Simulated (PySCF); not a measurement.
Z-matrix (Å, degrees):
```
Hf
Cl 1 2.3377
Cl 1 2.3379 2 109.48
Cl 1 2.3380 2 109.42 3 119.93
Cl 1 2.3380 2 109.43 4 120.10
```
Charge 0, spin multiplicity 1.

### Question
What is the computed charge on the central atom (Mulliken), dipole moment and LUMO (TPSSh-D3(BJ)/def2-TZVP // BP86-D3(BJ)/def2-SVP (PySCF))?

### Answer

```json
{
 "charge on the central atom (Mulliken)": "1.27 e",
 "dipole_moment": "0.001 e·Å",
 "LUMO": "-2.68 eV"
}
```
